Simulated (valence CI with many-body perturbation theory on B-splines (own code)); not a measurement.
## Energy levels of Ge⁹⁺

Level of theory: relativistic CI+MBPT: five valence electrons over a frozen Dirac-Fock core [Ar], radial functions for each j: 7 s, 7 p, 8 d, 6 f, 4 g, 1 h, with the one-electron correlation potential Σ1, the two-electron term Σ2, the three-electron term Σ3, Breit, model QED; selected CI, second order for the rest, scaled by the run's own slope (own B-spline code, finite nucleus).

No measured spectrum was set against this ion. As an estimate, terms of the open shell hold to 2 to 4 % of their energy, and close levels can change places. Only levels of the ground parity were solved; by the run's estimate the other parity begins above the list, which can be wrong where configurations are misplaced.

Levels 1 to 37 of 37, with energies above the lowest level, 3d⁵ ⁶S_5/2. "Leading %" is the weight of the configuration and term that name the level; weights of strongly mixed levels are sums over their largest components and can fall short. In the jj column 3d3/2^4 stands for four electrons in 3d with j = 3/2. Lifetimes count E1, E2, E3, M1 and M2 decay at the calculated energies, and are blank where another channel may lead or the interval is too uncertain; long ones can be off by a factor of two.

```
No.  Configuration  Term     J  E (cm⁻¹)  Leading %  Lifetime               Leading jj
  1            3d⁵    ⁶S   5/2       0.0         99             3d3/2^2 3d5/2^3 (42 %)
  2            3d⁵    ⁴G   5/2     57972         97    7.95 s   3d3/2^2 3d5/2^3 (37 %)
  3            3d⁵    ⁴G  11/2     58020         99             3d3/2^2 3d5/2^3 (50 %)
  4            3d⁵    ⁴G   7/2     58273         98     648 s   3d3/2^2 3d5/2^3 (40 %)
  5            3d⁵    ⁴G   9/2     58323         99    1020 s   3d3/2^2 3d5/2^3 (65 %)
  6            3d⁵    ⁴P   5/2     63701         73   18.7 ms     3d3/2^4 3d5/2 (38 %)
  7            3d⁵    ⁴P   3/2     64586         78   27.5 ms   3d3/2^3 3d5/2^2 (55 %)
  8            3d⁵    ⁴P   1/2     65633         90    18.2 s   3d3/2^2 3d5/2^3 (53 %)
  9            3d⁵    ⁴D   7/2     70523         97    419 ms   3d3/2^2 3d5/2^3 (58 %)
 10            3d⁵    ⁴D   1/2     71834         90    217 ms   3d3/2^2 3d5/2^3 (79 %)
 11            3d⁵    ⁴D   5/2     72495         76   59.8 ms   3d3/2^2 3d5/2^3 (34 %)
 12            3d⁵    ⁴D   3/2     72510         78   81.2 ms     3d3/2 3d5/2^4 (50 %)
 13            3d⁵    ²I  11/2     83822         95             3d3/2^2 3d5/2^3 (49 %)
 14            3d⁵    ²I  13/2     84447        100    16.6 s  3d3/2^2 3d5/2^3 (100 %)
 15            3d⁵    ²D   5/2     89044         57   19.4 ms     3d3/2^4 3d5/2 (30 %)
 16            3d⁵    ²D   3/2     91531         80   48.6 ms   3d3/2^2 3d5/2^3 (62 %)
 17            3d⁵    ²F   7/2     94233         73   51.5 ms   3d3/2^3 3d5/2^2 (46 %)
 18            3d⁵    ⁴F   9/2     95779         82   72.2 ms   3d3/2^3 3d5/2^2 (48 %)
 19            3d⁵    ⁴F   5/2     96810         83   73.5 ms   3d3/2^2 3d5/2^3 (72 %)
 20            3d⁵    ⁴F   7/2     97496         71   30.1 ms     3d3/2 3d5/2^4 (60 %)
 21            3d⁵    ⁴F   3/2     98660         80   45.6 ms     3d3/2 3d5/2^4 (51 %)
 22            3d⁵    ²H   9/2    101330         66   44.8 ms   3d3/2^2 3d5/2^3 (78 %)
 23            3d⁵    ²F   5/2    101380         50   18.4 ms           3d5/2^5 (54 %)
 24            3d⁵    ²H  11/2    104130         94               3d3/2 3d5/2^4 (70 %)
 25            3d⁵    ²G   7/2    104790         93    238 ms   3d3/2^2 3d5/2^3 (74 %)
 26            3d⁵    ²G   9/2    107360         62   80.3 ms     3d3/2 3d5/2^4 (67 %)
 27            3d⁵    ²F   5/2    111640         94   84.6 ms   3d3/2^2 3d5/2^3 (57 %)
 28            3d⁵    ²F   7/2    112360         94   87.7 ms     3d3/2 3d5/2^4 (43 %)
 29            3d⁵    ²S   1/2    122210         99   25.0 ms   3d3/2^3 3d5/2^2 (40 %)
 30            3d⁵    ²D   3/2    136420         99   18.8 ms   3d3/2^3 3d5/2^2 (35 %)
 31            3d⁵    ²D   5/2    137040         97   14.0 ms     3d3/2 3d5/2^4 (38 %)
 32            3d⁵    ²G   9/2    151660        100             3d3/2^2 3d5/2^3 (82 %)
 33            3d⁵    ²G   7/2    151990         99             3d3/2^2 3d5/2^3 (48 %)
 34            3d⁵    ²P   3/2    183220         97             3d3/2^2 3d5/2^3 (74 %)
 35            3d⁵    ²P   1/2    183750         99             3d3/2^2 3d5/2^3 (46 %)
 36            3d⁵    ²D   5/2    199620         99             3d3/2^2 3d5/2^3 (83 %)
 37            3d⁵    ²D   3/2    200010         97               3d3/2 3d5/2^4 (52 %)
```

Names give the largest LS component (configuration and term), which can be under half, so a name can repeat, a term be missing and a line seem to break the LS rules; names also repeat where a configuration has a term twice.

The ionisation energy to 3d⁴ ⁵D0 of the next ion comes out as 250.93 eV (NIST: 252.1 ± 2.2 eV (theoretical)). All 37 levels together are meant to be complete up to 207710 cm⁻¹.
